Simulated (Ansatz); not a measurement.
Reaction (formal exchange of groups at a C–Si bond): `O[SiH](O)CCl` + `[GeH3][SeH]` → `Cl[CH2][GeH2][SeH]` + `O[SiH2]O`

Isolated molecules relaxed with PBE0-D4/def2-TZVP in Ansatz; ΔE leaves out vibrations. CCSD(T)/CBS is the MP2 limit (def2-TZVPP, def2-QZVPP) plus CCSD(T) − MP2 in def2-TZVPP, frozen cores. For Ge, Se outer-core shells are correlated without core-valence functions, which leaves a few kJ/mol of doubt a bond. Scalar relativity is left out up to krypton. Each species was taken in one conformer, which may not be the lowest.

`O[SiH](O)CCl`:

Z-matrix (Å, degrees):
```
Si
O 1 1.634
C 1 1.880 2 111.5
O 1 1.639 2 107.8 3 119.2
H 1 1.479 2 106.9 3 -118.6
H 2 0.958 1 117.6 3 -87.1
Cl 3 1.794 1 107.4 2 174.5
H 3 1.090 1 113.0 2 -67.3
H 3 1.091 1 112.9 2 56.5
H 4 0.960 1 116.4 2 -163.5
```

`[GeH3][SeH]`:

Cartesian coordinates in Å:
```
Ge -0.481 -0.130 -0.334
Se 1.125 1.226 0.731
H -1.271 -0.941 0.703
H -1.405 0.851 -1.065
H 0.197 -1.078 -1.334
H 1.835 0.072 1.298
```

`Cl[CH2][GeH2][SeH]`:

Z-matrix (Å, degrees):
```
C
Ge 1 1.968
Cl 1 1.776 2 110.7
H 1 1.090 2 110.5 3 119.5
H 1 1.089 2 110.7 3 -119.7
Se 2 2.352 1 110.6 3 64.5
H 2 1.539 1 109.2 3 -174.8
H 2 1.533 1 109.1 3 -52.4
H 6 1.469 2 92.5 1 83.0
```

`O[SiH2]O`:

```xyz
7

O    -0.498    0.813    1.093
Si   -0.208   -0.379    0.002
O     0.947    0.007   -1.098
H     0.204    1.039    1.704
H     0.321   -1.598    0.658
H    -1.523   -0.597   -0.645
H     0.757    0.715   -1.715
```

```tsv
species	MP2/def2-QZVPP energy (Eh)
`O[SiH](O)CCl`	-940.23834
`[GeH3][SeH]`	-4478.75755
`Cl[CH2][GeH2][SeH]`	-4977.14117
`O[SiH2]O`	-441.85028
```

Task: Work out ΔE.

Result: ΔE = (-4977.14117) + (-441.85028) − (-940.23834) − (-4478.75755) = 0.00444 Eh = +2.8 kcal/mol. CCSD(T)/CBS gives +3.9 kcal/mol.

Largest T1 diagnostic among the species: 0.011.

In def2-TZVPP, CCSD(T) changes the Hartree–Fock value by −1.8 kcal/mol (the triples alone add −0.2 kcal/mol) and MP2 by −2.8 kcal/mol.
